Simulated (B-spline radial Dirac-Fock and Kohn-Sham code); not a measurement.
Z = 62 (samarium), transition energy 67.7 keV. Model: a Dirac-Hartree-Slater potential of the neutral atom with a Latter tail (no hole, which puts coefficients of high multipoles low close above an edge), finite nucleus with surface currents. Program: a radial B-spline solver. Subshells that would emit electrons below 1 keV are left out.

Question: A pure transition shows α(K) = 27.8, L1/L2 = 0.0132 and L1/L3 = 0.0129. What is its multipolarity?
A. E3
B. E2
C. E1
D. E4
E. M3
F. M1
G. M2
H. M4

Answer: D. For comparison, α(K), L1/L2, L1/L3 are E1 0.657, 3.76, 2.83; E2 2.98, 0.107, 0.0928; E3 9.39, 0.0121, 0.0114; M1 4.44, 11.7, 63.1; M2 52.6, 9.03, 3.79; M3 278, 6.46, 0.699; M4 1180, 4.94, 0.294.

Run: 0.97 s of CPU time on 1 thread of Neoverse-V2 (shared host), peak memory 0.37 GiB.

Values without a named source are computed, but for edge energies of neutral atoms, which are taken from tables.
